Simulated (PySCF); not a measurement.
Species: C5H5F3NO (doublet state).
Z-matrix (Å and degrees, GFN2-xTB geometry), rows numbered from 1:
```
F 
C   1  1.3265
F   2  1.3505  1  106.88
F   2  1.3469  1  106.98  3   111.63
O   2  1.3122  1  109.82  3  -123.59
C   5  1.4563  2  116.18  1  -179.39
C   6  1.5113  5  112.81  2    86.71
N   7  1.3138  6  112.82  5   117.77
C   8  1.3119  7  109.98  6    -0.36
C   9  1.4986  8  113.54  7    -0.83
H   6  1.0972  5  107.97  2   -37.77
H   7  1.0724  6  124.97  5   -61.21
H   9  1.0731  8  121.46  7  -179.90
H  10  1.0899  6  113.14  5   118.48
H  10  1.0918  6  109.98  5    -2.73
```

The hyperfine couplings belong to this conformer and change with its torsions.

As a line formula: `O(C(F)(F)F)[C@H]1C=N[CH]C1` [radical].

Level of theory: UKS B3LYP, pcH-1 on C F H N O, non-relativistic, mean-field spin-orbit, GIAO in PySCF. Isolated species at its GFN2-xTB geometry (one conformer only). The geometry wasn't refined by DFT: couplings that depend on bond lengths, twists or pyramidal angles can differ widely from those at the functional's own minimum. No stability test was run, so a lower SCF solution isn't excluded.

Problem. Break the g tensor into its mass correction, gauge correction and orbital-Zeeman/spin–orbit terms.

Solution. 
| Δg (ppm) | 1 | 2 | 3 |
| --- | --- | --- | --- |
| relativistic mass correction | -143 | -143 | -143 |
| gauge correction | 20 | 23 | 32 |
| orbital Zeeman/spin–orbit | -190 | 35 | 212 |
| total | -314 | -86 | 101 |

So g = 2.00201, 2.00223, 2.00242 and g_iso = 2.00222; the tensor is rhombic: the two nearest values differ by 45 % of g3 − g1. Axes: g3 points within 7° of the C6–C7 bond.

Problem. What effective moment and Curie constant follow for a powder?

Solution. With the mean of g² = 4.0089 and S(S+1) = 0.75: μ_eff = √(⟨g²⟩S(S+1)) = 1.734 μB and χT = 0.12505·⟨g²⟩·S(S+1) = 0.376 cm³ K/mol (cgs; spin-Hamiltonian part alone).

Problem. At 9.658 GHz, how far is the centre of the isotropic spectrum from where a free electron (g = 2.002319) resonates?

Solution. B = hν/(g μB) with μB/h = 13.99624 MHz/mT gives 344.62 mT for the free electron and 344.64 mT at g_iso, 0.02 mT higher.

Problem. In a frozen sample, at which fields do the three g values resonate at 9.5, 34, 94 and 263 GHz (hyperfine left aside), and which band first spreads them over more than twice a line width of 1.0 mT?

Solution. 
```tsv
band	GHz	B(g3) mT	B(g2) mT	B(g1) mT	spread mT
X	9.5	338.97	339.00	339.04	0.07
Q	34.0	1213.14	1213.26	1213.40	0.25
W	94.0	3353.99	3354.30	3354.68	0.70
J	263.0	9384.02	9384.90	9385.97	1.95
```

The spread grows in proportion to the frequency. It stays under 2.0 mT in all four.

Largest spin populations (Mulliken): C7 (+0.64), C9 (+0.62) and N8 (-0.20). The positive populations add up to 1.33 and the negative ones to -0.33, together 2S = 1. The angles at C7 add up to 360.0°, so it is planar; its axial dipolar tensor and the negative coupling of its proton fit spin in a p orbital normal to that plane.

The HOMO–LUMO gaps are 5.55 eV among the α and 5.01 eV among the β orbitals.
